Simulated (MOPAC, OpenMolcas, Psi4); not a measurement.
**CH5BClN (SMILES CNBCl): methods side by side**

CH5BClN: 9 atoms, total charge 0, spin state singlet. SMILES: `CNBCl`. The coordinates come from a PBE0-D4/def2-TZVP relaxation. This is one conformer, not always the lowest.

```xyz
9

C     0.5101    0.4821   -0.9734
N    -0.4079   -0.2260   -0.1117
B    -0.2611   -0.4152    1.2482
Cl   -1.4953   -1.3145    2.1448
H     0.9070   -0.1704   -1.7565
H     0.0279    1.3389   -1.4528
H     1.3467    0.8499   -0.3800
H    -1.2205   -0.6055   -0.5739
H     0.6816    0.0142    1.8382
```

Quantity: the dipole moment, in D. The values are calculated.

```
                        level             kind     program  value (D)
                          PM3   semi-empirical       MOPAC       3.76
                          PM7   semi-empirical       MOPAC       4.38
HF/def2-SVP (density fitting)     Hartree–Fock        Psi4       2.87
               SVWN5/def2-SVP              LDA        Psi4       2.89
                 PBE/def2-SVP              GGA        Psi4       2.86
               M06-L/def2-SVP         meta-GGA  OpenMolcas       2.96
                TPSS/def2-SVP         meta-GGA        Psi4       2.94
              M06-2X/def2-SVP  hybrid meta-GGA  OpenMolcas       2.94
```

The values span 2.86 to 4.38 D. Magnitudes only.
